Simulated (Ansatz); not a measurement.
Z-matrix (Å, degrees):
```
C
Ga 1 1.959
H 1 1.093 2 109.8
H 1 1.091 2 112.2 3 121.1
H 1 1.093 2 109.9 3 -117.7
C 2 1.954 1 133.3 3 -119.9
O 2 1.804 1 114.8 3 59.7
H 6 1.093 2 109.4 1 109.9
H 6 1.092 2 109.7 1 -132.6
H 6 1.090 2 112.6 1 -10.8
Si 7 1.622 2 139.8 1 -0.4
H 11 1.495 7 111.9 2 1.7
H 11 1.489 7 110.5 2 121.8
H 11 1.490 7 110.5 2 -118.4
```

Charge 0, multiplicity 1.

Q: List the r2SCAN/def2-TZVPP orbital energies in eV (the Gaussian-basis code of Ansatz). (Estimate.)

A: Ansatz gave: Occupied: -10121.98, -1790.89, -1244.14, -1100.60, -1100.47, -1100.45, -515.05, -272.80, -272.77, -147.80, -141.26, -100.80, -100.48, -100.39, -96.14, -96.11, -96.10, -24.96, -20.46, -20.28, -20.23, -20.19, -20.10, -17.82, -17.65, -13.30, -11.05, -10.30, -10.28, -10.15, -10.06, -9.11, -9.08, -8.67, -7.48, -7.16, -6.73. Lowest empty: -1.09, -0.34, 0.69, 1.60, 1.63, 1.77, 2.09, 2.35.
